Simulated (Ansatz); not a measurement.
Consider the silylene formation by 1,1-elimination: `[SiH3]Br` → H₂ + `[SiH]Br`.

Computed with Ansatz on PBE0-D4/def2-TZVP structures; ΔE is electronic, products minus reactants. CBS: MP2 limit from def2 TZ/QZ plus the TZ coupled-cluster correction, frozen cores. This one scheme is used for every species. Functionals use def2-TZVPP. B3LYP here is the variant with VWN-RPA as its local correlation; programs differ in this. HSE06 is defined as in plane-wave codes. For Br outer-core shells are correlated without core-valence functions, which leaves a few kJ/mol of doubt a bond. Scalar relativity is left out up to krypton.

```
             level  ΔE (kJ/mol)  difference from CCSD(T)/CBS
       LDA (SPW92)        224.5                         14.5
            PBE-D4        199.1                        -10.9
         revPBE-D4        191.7                        -18.3
           BLYP-D4        182.4                        -27.6
         r2SCAN-D4        220.3                         10.3
            B97M-V        206.8                         -3.2
           PBE0-D4        216.5                          6.5
        r2SCANh-D4        223.5                         13.5
        r2SCAN0-D4        228.1                         18.1
          HSE06-D4        216.1                          6.1
          BHLYP-D4        219.2                          9.2
      CAM-B3LYP-D4        215.3                          5.3
           ωB97X-V        223.6                         13.6
           ωB97M-V        204.0                         -6.0
            B2PLYP        206.5                         -3.5
          PBE-QIDH        227.7                         17.7
               PBE        197.1                        -12.9
            revPBE        185.5                        -24.5
              BLYP        178.1                        -31.9
            r2SCAN        219.8                          9.8
             B3LYP        197.1                        -12.9
           r2SCANh        222.9                         12.9
           r2SCAN0        227.5                         17.5
             HSE06        214.6                          4.6
             BHLYP        217.3                          7.3
         CAM-B3LYP        213.7                          3.7
           LC-ωPBE        234.5                         24.5
       HF/def2-SVP        222.7                         12.7
      MP2/def2-SVP        218.8                          8.8
     CCSD/def2-SVP        206.4                         -3.6
  CCSD(T)/def2-SVP        204.2                         -5.8
    MP2/def2-TZVPP        219.4                          9.4
   CCSD/def2-TZVPP        209.6                         -0.4
     HF/def2-QZVPP        222.5                         12.5
SCS-MP2/def2-QZVPP        217.8                          7.8
   CCSD/def2-QZVPP        213.4                          3.4
CCSD(T)/def2-QZVPP        210.4                          0.4
      HF/CBS(def2)        222.6                         12.6
     MP2/CBS(def2)        222.5                         12.5
    CCSD/CBS(def2)        212.8                          2.8
       CCSD(T)/CBS        210.0                            0
```

Largest T1 diagnostic among the species: 0.011.

From PBE to PBE0 (25 % exact exchange), in def2-TZVPP and without D4, ΔE moves by +17.8 kJ/mol. The D4 term adds +3.1 kJ/mol with B3LYP and +1.6 kJ/mol with PBE0; it sums over pairs of atoms, weighted by their polarisabilities, and B3LYP, whose exchange is more repulsive, gets the larger term. Leaving LDA and LC-ωPBE aside and taking each functional with its dispersion term where it has one, the values spread over 45.7 kJ/mol, from BLYP-D4 to r2SCAN0-D4. LDA lies +27.3 kJ/mol from PBE without D4.
